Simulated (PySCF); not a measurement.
**How methods differ on the excitation energy of Be**

Be [He] 2s2 (1S) → Be [He] 2s1 2p1 (3P), as a difference of total energies. All numbers are calculated (PySCF 2.14, no relativity, point nucleus, in aug-cc-pVTZ with one added diffuse shell each of s, p, d, f type (6s5p4d3f, 62 functions)). Correlated levels: valence: 1s2 frozen. The calculations carry no spin-orbit coupling.

| method | excitation energy (eV) | error (eV) |
| --- | --- | --- |
| UHF | 1.619 | -1.106 |
| LDA | 2.406 | -0.319 |
| PBE | 2.308 | -0.417 |
| PBE0 | 2.288 | -0.437 |
| r2SCAN | 2.133 | -0.592 |
| wB97X-V | 2.465 | -0.260 |
| BHandHLYP | 2.471 | -0.254 |
| MN15 | 2.932 | +0.207 |
| BP86 | 2.383 | -0.342 |
| MP2 (valence) | 2.317 | -0.408 |
| SCS-MP2 (valence) | 2.521 | -0.204 |

Reference: 2.725 eV (measured; NIST levels, between the centres of gravity of the two terms).

Errors of the correlated levels include the incompleteness of this basis and the frozen core.
